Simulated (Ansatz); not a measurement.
Reaction (hydrogenolysis of a C–Sn bond): `[CH3][SnH2]/[CH]=C\F` + H₂ → `C=CF` + `[CH3][SnH3]`

Calculated with Ansatz (gas phase, PBE0-D4/def2-TZVP geometries, no zero-point term in ΔE). CCSD(T)/CBS is the MP2 limit (def2-TZVPP, def2-QZVPP) plus CCSD(T) − MP2 in def2-TZVPP, frozen cores. This one scheme is used for every species. Elements past krypton have def2 core potentials. For Sn outer-core shells are correlated without core-valence functions, which leaves a few kJ/mol of doubt a bond. Each species was taken in one conformer, which may not be the lowest.

`[CH3][SnH2]/[CH]=C\F`:

Z-matrix (Å, degrees):
```
C
Sn 1 2.136
H 1 1.090 2 109.2
H 1 1.090 2 110.4 3 120.2
H 1 1.090 2 109.8 3 -119.5
C 2 2.130 1 109.7 3 60.0
H 2 1.710 1 110.7 3 -60.9
H 2 1.712 1 111.0 3 177.8
C 6 1.317 2 122.6 1 -53.0
H 6 1.084 2 121.2 1 126.5
F 9 1.346 6 121.9 2 -0.6
H 9 1.086 6 127.3 2 179.5
```

H₂:

Z-matrix (Å, degrees):
```
H
H 1 0.746
```

`C=CF`:

Cartesian coordinates in Å:
```
C -0.239 0.624 -0.214
C 0.245 -0.553 0.126
F -0.039 -1.130 1.297
H -0.893 1.180 0.445
H 0.023 1.044 -1.175
H 0.903 -1.165 -0.480
```

`[CH3][SnH3]`:

Cartesian coordinates in Å:
```
C -0.378 0.502 0.964
Sn 0.325 -0.432 -0.828
H -0.061 1.545 0.989
H 0.026 -0.013 1.835
H -1.467 0.462 1.001
H -0.300 0.378 -2.198
H 2.033 -0.378 -0.888
H -0.177 -2.065 -0.876
```

| species | CCSD(T)/CBS(def2) energy (Eh) |
| --- | --- |
| `[CH3][SnH2]/[CH]=C\F` | -432.14536 |
| H₂ | -1.17544 |
| `C=CF` | -177.66469 |
| `[CH3][SnH3]` | -255.66383 |

(1) Work out ΔE.

Largest T1 diagnostic among the species: 0.012.

Answers

(1) ΔE = (-177.66469) + (-255.66383) − (-432.14536) − (-1.17544) = -0.00772 Eh = -4.8 kcal/mol.

In def2-TZVPP, CCSD(T) changes the Hartree–Fock value by +7.2 kcal/mol (the triples alone add +1.5 kcal/mol) and MP2 by +9.6 kcal/mol. From PBE to PBE0 (25 % exact exchange), in def2-TZVPP and without D4, ΔE moves by −0.9 kcal/mol. The D4 term adds +2.8 kcal/mol with B3LYP and +1.6 kcal/mol with PBE0; it sums over pairs of atoms, weighted by their polarisabilities, and B3LYP, whose exchange is more repulsive, gets the larger term.

B3LYP here is the variant with VWN-RPA as its local correlation; programs differ in this.
